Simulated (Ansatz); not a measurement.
`[AlH2][N]([SiH3])[SiH3]` + `FBN[SiH3]` → `FBN([SiH3])[SiH3]` + `[AlH2][NH][SiH3]`  (ligand exchange at the Si–N bond)

Isolated molecules relaxed with PBE0-D4/def2-TZVP in Ansatz; ΔE leaves out vibrations. CCSD(T)/CBS adds triple-zeta CCSD(T) − MP2 to the extrapolated MP2 energy (def2 sets, frozen cores). Functionals use def2-TZVPP. Each species was taken in one conformer, which may not be the lowest.

`[AlH2][N]([SiH3])[SiH3]`:

Z-matrix (Å, degrees):
```
Si
N 1 1.738
H 1 1.489 2 110.8
H 1 1.489 2 110.8 3 -119.4
H 1 1.485 2 109.2 3 120.3
Si 2 1.738 1 117.8 3 60.0
Al 2 1.796 1 121.1 3 -120.1
H 6 1.485 2 109.2 1 -179.7
H 6 1.489 2 110.8 1 -59.4
H 6 1.489 2 110.8 1 60.0
H 7 1.580 2 117.9 1 -179.8
H 7 1.580 2 117.9 1 0.2
```

`FBN[SiH3]`:

Z-matrix (Å, degrees):
```
Si
N 1 1.749
H 1 1.483 2 111.0
H 1 1.485 2 106.5 3 119.3
H 1 1.483 2 111.0 3 -121.4
B 2 1.400 1 126.3 3 60.8
H 2 1.008 1 117.2 3 -119.3
F 6 1.338 2 118.2 1 -0.1
H 6 1.196 2 123.2 1 179.9
```

`FBN([SiH3])[SiH3]`:

Z-matrix (Å, degrees):
```
Si
N 1 1.749
H 1 1.485 2 109.9
H 1 1.482 2 108.6 3 -120.4
H 1 1.485 2 109.9 3 119.1
B 2 1.409 1 121.5 3 119.9
Si 2 1.759 1 119.3 3 -60.0
F 6 1.339 2 118.6 1 -179.9
H 6 1.196 2 123.5 1 0.0
H 7 1.486 2 106.0 1 -0.0
H 7 1.482 2 110.9 1 -118.7
H 7 1.482 2 110.9 1 118.7
```

`[AlH2][NH][SiH3]`:

Z-matrix (Å, degrees):
```
Si
N 1 1.727
H 1 1.490 2 112.2
H 1 1.485 2 107.4 3 -119.7
H 1 1.490 2 112.2 3 120.6
Al 2 1.782 1 129.3 3 119.7
H 2 1.012 1 114.6 3 -60.3
H 6 1.583 2 117.4 1 180.0
H 6 1.580 2 118.1 1 0.0
```

```tsv
level	ΔE (kcal/mol)	difference from CCSD(T)/CBS
revPBE-D4	2.1	0.4
r2SCAN-D4	1.9	0.2
B97M-V	1.4	-0.3
PBE0-D4	2.2	0.5
CAM-B3LYP-D4	1.6	-0.1
ωB97X-V	1.6	-0.1
B2PLYP	1.5	-0.2
PBE0	2.0	0.3
HF/def2-QZVPP	1.4	-0.3
CCSD/CBS(def2)	1.7	0.0
CCSD(T)/CBS	1.7	0
```

Largest T1 diagnostic among the species: 0.012.

Leaving LDA and LC-ωPBE aside and taking each functional with its dispersion term where it has one, the values, not all of them listed here, spread over 0.7 kcal/mol, from B97M-V to HSE06-D4.
